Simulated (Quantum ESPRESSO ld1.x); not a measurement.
The promethium ion Pm2+, configuration [Xe] 4f5 (the NIST ground configuration). Calculated with ld1.x of Quantum ESPRESSO 7.5: scalar-relativistic Kohn-Sham, LDA (Slater exchange, VWN5 correlation), spin-unpolarised, spherical densities, point nucleus.

X-ray form factor f0, the Fourier transform of the density (f0(0) = 59):

sin(theta)/lambda (1/angstrom)  f0 (electrons)
0.05                                    58.252
0.1                                     56.176
0.15                                    53.188
0.2                                     49.774
0.25                                    46.335
0.3                                     43.113
0.4                                     37.622
0.5                                     33.227
0.6                                     29.568
0.8                                     23.810
1                                       19.855
1.25                                    16.720
1.5                                     14.506
2                                       10.730
